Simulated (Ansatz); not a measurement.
Ansatz (a program for electronic structure) job for Bi(F)(OH)2 (BiFH2O2), SMILES [Bi]([F])([OH])[OH], B3LYP-D3(BJ)/def2-SVP. 

Ansatz 0.2 input:
```yaml
crystal:
  periodic: [false, false, false]
  atoms:
    - {symbol: Bi, position_ang: [0.28291711, 0.09982305, 0.00000000]}
    - {symbol: F, position_ang: [-0.37686820, -1.84646017, -0.00000001]}
    - {symbol: O, position_ang: [-1.02458202, 0.51554946, -1.48207128]}
    - {symbol: H, position_ang: [-1.84849677, 0.04201859, -1.37977155]}
    - {symbol: O, position_ang: [-1.02458204, 0.51554945, 1.48207127]}
    - {symbol: H, position_ang: [-1.84849678, 0.04201860, 1.37977153]}
basis:
  gaussian:
    orbitals: def2-SVP
hamiltonian:
  xc: b3lyp
  dispersion: d3bj
relax: {f_tol: 0.002, max_steps: 200}
```

Program output:

```
WARN ansatz: RAYON_NUM_THREADS=1 ignored (pool sized by the plan → 1); use --threads N
Functional definition: B3LYP
integrals: 0.03 GiB planned
895 factors; integrals over basis functions are off by at most 2.3e-4 eV
mean field: 0.28 GiB planned
mean field evaluation 1: about -12668.2231 eV, gradient 8.4e1 eV
mean field evaluation 2: about -12610.5644 eV, gradient 1.8e2 eV
mean field evaluation 4: about -12680.5959 eV, gradient 1.9e1 eV
mean field evaluation 8: about -12681.2069 eV, gradient 4.8e-1 eV
mean field evaluation 16: about -12681.2074 eV, gradient 1.4e-5 eV
mean field -12681.20736784 eV, -466.0257751372 hartree, gradient 1.2e-5 eV, S^2 0.000000; 0 other end points of the search recorded, 0 dependent functions left out
the calculation of the forces begins
reference -12681.20756922 eV, -466.0257825375 hartree; 25, 25 occupied and 53, 53 virtual orbitals, 895 factors
relax step   1: F+E_penalty+E_count = -12681.40426289 eV  Δ(F+E_penalty+E_count) = +0.000e0 eV  max|allowed force component| = 1.300e0 eV/Å  Δτ_max = 0.0000 Å  (30 SCF iters, accepted)
these checks for a lower state are left out or cut short: starts, cluster_reference, orbital_swaps, neighbouring_geometries, increment
integrals: 0.03 GiB planned
895 factors; integrals over basis functions are off by at most 2.5e-4 eV
mean field: 0.27 GiB planned
mean field -12681.37739332 eV, -466.0320234582 hartree, gradient 2.0e-5 eV, S^2 0.000000; 0 other end points of the search recorded, 0 dependent functions left out
the calculation of the forces begins
reference -12681.37759492 eV, -466.0320308668 hartree; 25, 25 occupied and 53, 53 virtual orbitals, 895 factors
relax step   2: F+E_penalty+E_count = -12681.56683576 eV  Δ(F+E_penalty+E_count) = -1.626e-1 eV  max|allowed force component| = 1.558e-1 eV/Å  Δτ_max = 0.1929 Å  (29 SCF iters, accepted)
these checks for a lower state are left out or cut short: starts, cluster_reference, orbital_swaps, neighbouring_geometries, increment
integrals: 0.03 GiB planned
895 factors; integrals over basis functions are off by at most 2.6e-4 eV
mean field: 0.27 GiB planned
mean field evaluation 32: about -12681.3814 eV, gradient 3.5e-4 eV
mean field -12681.38136550 eV, -466.0321694331 hartree, gradient 7.6e-6 eV, S^2 0.000000; 0 other end points of the search recorded, 0 dependent functions left out
the calculation of the forces begins
reference -12681.38156726 eV, -466.0321768476 hartree; 25, 25 occupied and 53, 53 virtual orbitals, 895 factors
relax step   3: F+E_penalty+E_count = -12681.57064748 eV  Δ(F+E_penalty+E_count) = -3.812e-3 eV  max|allowed force component| = 8.837e-2 eV/Å  Δτ_max = 0.0513 Å  (31 SCF iters, accepted)
these checks for a lower state are left out or cut short: starts, cluster_reference, orbital_swaps, neighbouring_geometries, increment
integrals: 0.03 GiB planned
895 factors; integrals over basis functions are off by at most 2.6e-4 eV
mean field: 0.27 GiB planned
mean field -12681.38164743 eV, -466.0321797937 hartree, gradient 7.6e-6 eV, S^2 0.000000; 0 other end points of the search recorded, 0 dependent functions left out
the calculation of the forces begins
reference -12681.38184896 eV, -466.0321872000 hartree; 25, 25 occupied and 53, 53 virtual orbitals, 895 factors
relax step   4: F+E_penalty+E_count = -12681.57096981 eV  Δ(F+E_penalty+E_count) = -3.223e-4 eV  max|allowed force component| = 3.580e-2 eV/Å  Δτ_max = 0.0102 Å  (33 SCF iters, accepted)
these checks for a lower state are left out or cut short: starts, cluster_reference, orbital_swaps, neighbouring_geometries, increment
integrals: 0.03 GiB planned
895 factors; integrals over basis functions are off by at most 2.6e-4 eV
mean field: 0.27 GiB planned
mean field -12681.38167172 eV, -466.0321806863 hartree, gradient 7.3e-5 eV, S^2 0.000000; 0 other end points of the search recorded, 0 dependent functions left out
the calculation of the forces begins
reference -12681.38187322 eV, -466.0321880915 hartree; 25, 25 occupied and 53, 53 virtual orbitals, 895 factors
relax step   5: F+E_penalty+E_count = -12681.57100941 eV  Δ(F+E_penalty+E_count) = -3.960e-5 eV  max|allowed force component| = 4.004e-3 eV/Å  Δτ_max = 0.0016 Å  (22 SCF iters, accepted)
these checks for a lower state are left out or cut short: starts, cluster_reference, orbital_swaps, neighbouring_geometries, increment
integrals: 0.03 GiB planned
895 factors; integrals over basis functions are off by at most 2.6e-4 eV
mean field: 0.27 GiB planned
mean field -12681.38166845 eV, -466.0321805664 hartree, gradient 4.4e-5 eV, S^2 0.000000; 0 other end points of the search recorded, 0 dependent functions left out
the calculation of the forces begins
reference -12681.38186995 eV, -466.0321879714 hartree; 25, 25 occupied and 53, 53 virtual orbitals, 895 factors
relax step   6: F+E_penalty+E_count = -12681.57101276 eV  Δ(F+E_penalty+E_count) = -3.350e-6 eV  max|allowed force component| = 1.665e-3 eV/Å  Δτ_max = 0.0015 Å  (21 SCF iters, accepted)
integrals: 0.03 GiB planned
895 factors; integrals over basis functions are off by at most 2.6e-4 eV
mean field: 0.27 GiB planned
mean field evaluation 64: about -12681.3817 eV, gradient 3.9e-2 eV
mean field -12681.38166845 eV, -466.0321805664 hartree, gradient 4.4e-5 eV, S^2 0.000000; 1 other end points of the search recorded, 0 dependent functions left out
the calculation of the forces begins
reference -12681.38186995 eV, -466.0321879714 hartree; 25, 25 occupied and 53, 53 virtual orbitals, 895 factors
Total energy: -12681.57121426 eV, -466.0391462462 hartree
Atom 0 at     0.212465     0.075857    -0.000000 Å, force    -0.000268    -0.001232     0.000000 eV/Å
Atom 1 at    -0.353308    -1.893898    -0.000000 Å, force    -0.000141     0.000995    -0.000000 eV/Å
Atom 2 at    -1.020360     0.564437    -1.611190 Å, force     0.001298     0.001665    -0.000814 eV/Å
Atom 3 at    -1.829273     0.028833    -1.624068 Å, force    -0.001094    -0.001547     0.000703 eV/Å
Atom 4 at    -1.020360     0.564437     1.611190 Å, force     0.001298     0.001665     0.000814 eV/Å
Atom 5 at    -1.829273     0.028833     1.624068 Å, force    -0.001094    -0.001547    -0.000703 eV/Å
Dipole moment:     0.272120     0.109384     0.000000 e Å
```

The run converged.

Cost: roughly 16 core-seconds.
